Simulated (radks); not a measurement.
Values are calculated unless marked as measured or tabulated.
Coulomb parameter of the 3d shell of the manganese ion Mn2+ in the model configuration [Ar] 3d4 4s1, as a second difference U = [E(n + 0.5) + E(n - 0.5) - 2 E(n)] / (0.5)^2 with all orbitals relaxed. "Bare": the charge of the atom changes with n. "Screened": the 4s shell takes up the change at fixed total charge, which measures U(3d,3d) + U(4s,4s) - 2 U(3d,4s). Code: a radial shooting solver on a logarithmic mesh with Libxc functionals. Model: Dirac Kohn-Sham, PBEsol, spin-unpolarised, spherical densities, finite nucleus; open shells are shared between the two j in proportion to 2j + 1; Fermi nuclear charge, rms radius 3.7057 fm.

| case | configuration | E - E(n) (eV) |
|---|---|---|
| start | [Ar] 3d4 4s1 | 0.000 |
| bare +0.5 | [Ar] 3d4.5 4s1 | -13.067 |
| bare -0.5 | [Ar] 3d3.5 4s1 | 17.271 |
| screened +0.5 | [Ar] 3d4.5 4s0.5 | -3.850 |
| screened -0.5 | [Ar] 3d3.5 4s1.5 | 4.857 |

U(bare) = 16.816 eV, U(screened by 4s) = 4.029 eV.
